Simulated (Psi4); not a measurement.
Ge2 (SMILES [Ge]=[Ge]), triplet, at a GFN2-xTB geometry, atoms displaced at random by about 0.08 Å a coordinate; R2SCAN/6-31G, gradient in Psi4 1.11.

Here is a job for Psi4.
```
memory 2 GB

molecule mol {
0 3
Ge   -0.030956   -0.123857   -1.162103
Ge    0.159243    0.029198    1.202518
symmetry c1
no_reorient
no_com
}

set {
  basis 6-31g
  reference uks
}

gradient('r2scan')
print_variables()
```

What the program printed (banner, timings and long lists left out):

```
gradient() will perform analytic gradient computation.

   => Loading Basis Set <=

    Name: 6-31G
    Role: ORBITAL
    Keyword: BASIS

         ---------------------------------------------------------
                                   SCF
               by Justin Turney, Rob Parrish, Andy Simmonett
                          and Daniel G. A. Smith
                              UKS Reference
         ---------------------------------------------------------

  ==> Geometry <==

    Molecular point group: c1
    Full point group: C1

    Geometry (in Angstrom), charge = 0, multiplicity = 3:

       Center              X                  Y                   Z               Mass
    ------------   -----------------  -----------------  -----------------  -----------------
         GE          -0.030956000000    -0.123857000000    -1.162103000000    73.921177761000
         GE           0.159243000000     0.029198000000     1.202518000000    73.921177761000

  Running in c1 symmetry.

  Rotational constants: A =     18.19027  B =      0.08068  C =      0.08033 [cm^-1]
  Rotational constants: A = 545330.68170  B =   2418.79157  C =   2408.11050 [MHz]
  Nuclear repulsion =  227.948705677688508

  Charge       = 0
  Multiplicity = 3
  Electrons    = 64
  Nalpha       = 33
  Nbeta        = 31

  ==> Algorithm <==

  SCF Algorithm Type is DF.
  DIIS enabled.
  MOM disabled.
  Fractional occupation disabled.
  Guess Type is SAD.
  Energy threshold   = 1.00e-08
  Density threshold  = 1.00e-08
  Integral threshold = 1.00e-12

  ==> Primary Basis <==

  Basis Set: 6-31G
    Blend: 6-31G
    Number of shells: 22
    Number of basis functions: 58
    Number of Cartesian functions: 58
    Spherical Harmonics?: false
    Max angular momentum: 2

  ==> DFT Potential <==

   => LibXC <=

    Version 7.1.2
    S. Lehtola, C. Steigemann, M. J. T. Oliveira, and M. A. L. Marques,  SoftwareX 7, 1–5 (2018) (10.1016/j.softx.2017.11.002)

   => Composite Functional: R2SCAN <=

    r2SCAN Meta-GGA XC Functional  (0.1021/acs.jpclett.0c02405)
    J. W. Furness, A. D. Kaplan, J. Ning, J. P. Perdew, J. Sun  J. Phys. Chem. Lett.  11, 8208–8215, 2020

    Deriv               =              1
    GGA                 =           TRUE
    Meta                =           TRUE

    Exchange Hybrid     =          FALSE
    MP2 Hybrid          =          FALSE

   => Exchange Functionals <=

    1.0000   XC_MGGA_X_R2SCAN

   => Correlation Functionals <=

    1.0000   XC_MGGA_C_R2SCAN

   => LibXC Density Thresholds  <==

    XC_MGGA_C_R2SCAN:  1.00E-15
    XC_MGGA_X_R2SCAN:  1.00E-11

   => Molecular Quadrature <=

    Radial Scheme          =       TREUTLER
    Pruning Scheme         =           NONE
    Nuclear Scheme         =       TREUTLER

    Blocking Scheme        =         OCTREE
    BS radius alpha        =              1
    Pruning alpha          =              1
    Radial Points          =             75
    Spherical Points       =            302
    Total Points           =          41882
    Total Blocks           =            390
    Max Points             =            247
    Max Functions          =             56
    Weights Tolerance      =       1.00E-15

   => Loading Basis Set <=

    Name: (6-31G AUX)
    Role: JKFIT
    Keyword: DF_BASIS_SCF

  ==> Integral Setup <==

  SCF_SUBTYPE=INCORE selected. In-core MEM_DF algorithm will be used.
  Using in-core AOs.

  ==> MemDFJK: Density-Fitted J/K Matrices <==

    J tasked:                   Yes
    K tasked:                    No
    wK tasked:                   No
    Algorithm:                 Core
    Schwarz Cutoff:           1E-12
    Mask sparsity (%):       7.1938
    Fitting Condition:        1E-10

   => Auxiliary Basis Set <=

  Basis Set: (6-31G AUX)
    Blend: CC-PVDZ-JKFIT
    Number of shells: 94
    Number of basis functions: 418
    Number of Cartesian functions: 418
    Spherical Harmonics?: false
    Max angular momentum: 3

  Minimum eigenvalue in the overlap matrix is 7.9138796915E-04.
  Reciprocal condition number of the overlap matrix is 1.7266319698E-04.
    Using symmetric orthogonalization.

  ==> Pre-Iterations <==

  SCF Guess: Superposition of Atomic Densities via on-the-fly atomic UHF (no occupation information).

   -------------------------
    Irrep   Nso     Nmo
   -------------------------
     A         58      58
   -------------------------
    Total      58      58
   -------------------------

  ==> Iterations <==

                           Total Energy        Delta E     RMS |[F,P]|

   @DF-UKS iter SAD: -4146.63515770013328   -4.14664e+03   0.00000e+00
   @DF-UKS iter   1: -4150.60698579679047   -3.97183e+00   6.91860e-02 ADIIS/DIIS
   @DF-UKS iter   2: -4149.34494406590784    1.26204e+00   9.13935e-02 ADIIS/DIIS
   @DF-UKS iter   3: -4153.17526886534870   -3.83032e+00   5.69423e-03 ADIIS/DIIS
   @DF-UKS iter   4: -4153.18997457335445   -1.47057e-02   3.78448e-04 ADIIS/DIIS
   @DF-UKS iter   5: -4153.19030950071465   -3.34927e-04   4.83451e-05 DIIS
   @DF-UKS iter   6: -4153.19031590055874   -6.39984e-06   9.45109e-06 DIIS
   @DF-UKS iter   7: -4153.19031611452465   -2.13966e-07   6.74808e-07 DIIS
   @DF-UKS iter   8: -4153.19031611602804   -1.50339e-09   5.85673e-08 DIIS
   @DF-UKS iter   9: -4153.19031611604714   -1.90994e-11   8.00343e-09 DIIS
  Energy and wave function converged.

  ==> Post-Iterations <==

   Electrons on quadrature grid:
      Nalpha   =   32.9999904037 ; deviation = -9.596e-06
      Nbeta    =   30.9999903878 ; deviation = -9.612e-06
      Ntotal   =   63.9999807915 ; deviation = -1.921e-05

   @Spin Contamination Metric:   3.818528244E-03
   @S^2 Expected:                2.000000000E+00
   @S^2 Observed:                2.003818528E+00
   @S   Expected:                1.000000000E+00
   @S   Observed:                1.000000000E+00

    Orbital Energies [Eh]
    ---------------------

    Alpha Occupied:

[...]
    Alpha Virtual:

[...]
      58A     72.661495

    Beta Occupied:

[...]
      31A     -0.177077

    Beta Virtual:

[...]
    Final Occupation by Irrep:
              A
    DOCC [    31 ]
    SOCC [     2 ]
    NA   [    33 ]
    NB   [    31 ]

  @DF-UKS Final Energy: -4153.19031611604714

   => Energetics <=

    Nuclear Repulsion Energy =            227.9487056776885083
    One-Electron Energy =               -6246.5043349105299058
    Two-Electron Energy =                2023.5008583972926317
    DFT Exchange-Correlation Energy =    -158.1355452804988317
    Empirical Dispersion Energy =           0.0000000000000000
    VV10 Nonlocal Energy =                  0.0000000000000000
    Total Energy =                      -4153.1903161160471427

  UHF NO Occupations:
  HONO-2 :   31  A 1.9988437
  HONO-1 :   32  A 1.0000000
  HONO-0 :   33  A 1.0000000
  LUNO+0 :   34  A 0.0011563
  LUNO+1 :   35  A 0.0007314
  LUNO+2 :   36  A 0.0000197
  LUNO+3 :   37  A 0.0000006

Computation Completed

Properties will be evaluated at   0.000000,   0.000000,   0.000000 [a0]

Properties computed using the SCF density matrix

 Multipole Moments:

 ------------------------------------------------------------------------------------
     Multipole            Electronic (a.u.)      Nuclear  (a.u.)        Total (a.u.)
 ------------------------------------------------------------------------------------

 L = 1.  Multiply by 2.5417464519 to convert [e a0] to [Debye]
 Dipole X            :         -7.7576736            7.7576735           -0.0000002
 Dipole Y            :          5.7241466           -5.7241467           -0.0000002
 Dipole Z            :         -2.4439474            2.4439450           -0.0000024
 Magnitude           :                                                    0.0000024

 ------------------------------------------------------------------------------------

         ------------------------------------------------------------
                                   SCF GRAD
                          Rob Parrish, Justin Turney,
                       Andy Simmonett, and Alex Sokolov
         ------------------------------------------------------------

  ==> Geometry <==

    Molecular point group: c1
    Full point group: C1

    Geometry (in Angstrom), charge = 0, multiplicity = 3:

       Center              X                  Y                   Z               Mass
    ------------   -----------------  -----------------  -----------------  -----------------
         GE          -0.030956000000    -0.123857000000    -1.162103000000    73.921177761000
         GE           0.159243000000     0.029198000000     1.202518000000    73.921177761000

  Nuclear repulsion =  227.948705677688508

  ==> Basis Set <==

  Basis Set: 6-31G
    Blend: 6-31G
    Number of shells: 22
    Number of basis functions: 58
    Number of Cartesian functions: 58
    Spherical Harmonics?: false
    Max angular momentum: 2

  ==> DFJKGrad: Density-Fitted SCF Gradients <==

    Gradient:                    1
    J tasked:                  Yes
    K tasked:                   No
    wK tasked:                  No
    Integrals threads:           1
    Schwarz Cutoff:          1E-12
    Fitting Condition:       1E-10

   => Auxiliary Basis Set <=

  Basis Set: (6-31G AUX)
    Blend: CC-PVDZ-JKFIT
    Number of shells: 94
    Number of basis functions: 418
    Number of Cartesian functions: 418
    Spherical Harmonics?: false
    Max angular momentum: 3

  ==> DFT Potential <==

   => LibXC <=

    Version 7.1.2
    S. Lehtola, C. Steigemann, M. J. T. Oliveira, and M. A. L. Marques,  SoftwareX 7, 1–5 (2018) (10.1016/j.softx.2017.11.002)

   => Composite Functional: R2SCAN <=

    r2SCAN Meta-GGA XC Functional  (0.1021/acs.jpclett.0c02405)
    J. W. Furness, A. D. Kaplan, J. Ning, J. P. Perdew, J. Sun  J. Phys. Chem. Lett.  11, 8208–8215, 2020

    Deriv               =              1
    GGA                 =           TRUE
    Meta                =           TRUE

    Exchange Hybrid     =          FALSE
    MP2 Hybrid          =          FALSE

   => Exchange Functionals <=

    1.0000   XC_MGGA_X_R2SCAN

   => Correlation Functionals <=

    1.0000   XC_MGGA_C_R2SCAN

   => LibXC Density Thresholds  <==

    XC_MGGA_C_R2SCAN:  1.00E-15
    XC_MGGA_X_R2SCAN:  1.00E-11

   => Molecular Quadrature <=

    Radial Scheme          =       TREUTLER
    Pruning Scheme         =           NONE
    Nuclear Scheme         =       TREUTLER

    Blocking Scheme        =         OCTREE
    BS radius alpha        =              1
    Pruning alpha          =              1
    Radial Points          =             75
    Spherical Points       =            302
    Total Points           =          41882
    Total Blocks           =            390
    Max Points             =            247
    Max Functions          =             56
    Weights Tolerance      =       1.00E-15

  -Total Gradient:
     Atom            X                  Y                   Z
    ------   -----------------  -----------------  -----------------
       1        0.001160441506     0.000933818502     0.014427014717
       2       -0.001160441488    -0.000933818510    -0.014427014876

  Variable Map:
  ----------------------------------------------------------------------------
[...]
  Array Variable Map:
  ----------------------------------------------------------------------------
[...]
[...]
```
